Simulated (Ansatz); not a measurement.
Calculation: Ansatz (an electronic-structure program) with frozen-core CCSD(T)/cc-pVTZ // B3LYP-D3(BJ)/def2-TZVP.

Ansatz 0.2 input:
```yaml
crystal:
  periodic: [false, false, false]
  atoms:
    - { symbol: O, position_ang: [-0.00472, 1.316707, -0.149486] }
    - { symbol: C, position_ang: [-0.000438, 0.121928, -0.013811] }
    - { symbol: O, position_ang: [1.090004, -0.648369, 0.082657] }
    - { symbol: O, position_ang: [-1.085323, -0.658091, 0.065696] }
    - { symbol: H, position_ang: [1.853671, -0.057804, 0.021923] }
    - { symbol: H, position_ang: [-1.853198, -0.074372, -0.00698] }
basis:
  gaussian: { orbitals: cc-pVTZ }
correlation:
  method: ccsd_t
```

Output:

```
Functional definition: HF
899 factors; integrals over basis functions are off by at most 9.6e-4 eV
mean field evaluation 1: about -7173.4319 eV, gradient 4.8e1 eV
mean field evaluation 2: about -7173.4361 eV, gradient 4.8e1 eV
mean field evaluation 4: about -7177.2420 eV, gradient 3.4e0 eV
mean field evaluation 8: about -7177.2821 eV, gradient 4.2e-1 eV
mean field evaluation 16: about -7177.2357 eV, gradient 3.4e0 eV
mean field -7177.28327881 eV, -263.7602955589 hartree, gradient 4.0e-6 eV, S^2 0.000000; 0 other end points of the search recorded, 0 dependent functions left out
4 core orbitals not correlated
reference -7177.28327881 eV, -263.7602955589 hartree; 12, 12 occupied and 132, 132 virtual orbitals, 899 factors
second order -23.38947139 eV of doubles, -0.00000000 eV of singles
cycle   1  -22.77458605 eV  change    6.1e-1 eV  update   1.1e-1
cycle   2  -23.32436935 eV  change   -5.5e-1 eV  update   3.2e-2
cycle   3  -23.45171760 eV  change   -1.3e-1 eV  update   1.5e-2
cycle   4  -23.42964075 eV  change    2.2e-2 eV  update   3.4e-3
cycle   5  -23.42790117 eV  change    1.7e-3 eV  update   1.4e-3
cycle   6  -23.42850489 eV  change   -6.0e-4 eV  update   3.6e-4
cycle   7  -23.42815377 eV  change    3.5e-4 eV  update   1.1e-4
cycle   8  -23.42808376 eV  change    7.0e-5 eV  update   2.6e-5
cycle   9  -23.42808988 eV  change   -6.1e-6 eV  update   9.4e-6
perturbative correction -0.94565622 eV, -0.0347522252 hartree
Total energy: -7201.65702491 eV, -264.6560142071 hartree
```

Cost: very roughly 27 core-seconds.
